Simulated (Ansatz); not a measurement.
Mulliken charges of `[NH2][Mo](=[O])(=[S])[Cl]` from B3LYP/def2-TZVPP in Ansatz (PBE0-D4/def2-TZVP geometry).

```json
{"atom": "N1", "x (Å)": "-0.726", "y (Å)": "0.693", "z (Å)": "0.652", "charge (e)": "-0.478"}
{"atom": "Mo2", "x (Å)": "0.483", "y (Å)": "-0.415", "z (Å)": "-0.319", "charge (e)": "1.221"}
{"atom": "O3", "x (Å)": "1.678", "y (Å)": "-0.920", "z (Å)": "0.726", "charge (e)": "-0.480"}
{"atom": "S4", "x (Å)": "-0.594", "y (Å)": "-2.059", "z (Å)": "-1.079", "charge (e)": "-0.330"}
{"atom": "Cl5", "x (Å)": "1.408", "y (Å)": "0.745", "z (Å)": "-2.023", "charge (e)": "-0.302"}
{"atom": "H6", "x (Å)": "-1.719", "y (Å)": "0.749", "z (Å)": "0.477", "charge (e)": "0.184"}
{"atom": "H7", "x (Å)": "-0.469", "y (Å)": "1.139", "z (Å)": "1.521", "charge (e)": "0.184"}
```

Problem. By hand: the dipole of these point charges (1 e Å = 4.8032 D).

Solution. Σ q r = (-0.500, 0.406, 0.285) e Å, of length 0.704 e Å = 3.38 D.

Problem. How does the dipole of the full density compare? (Estimate.)

Solution. The calculation gave: (-0.502, 0.457, 0.349) e Å, 3.67 D; the point charges give 0.92 times that, at 4° from its direction.

Point charges leave out the atoms' own dipoles, such as those of lone pairs, and Mulliken's split depends on the basis, so the close match here is no proof of good charges.

B3LYP here is the variant with VWN-RPA as its local correlation; programs differ in this.
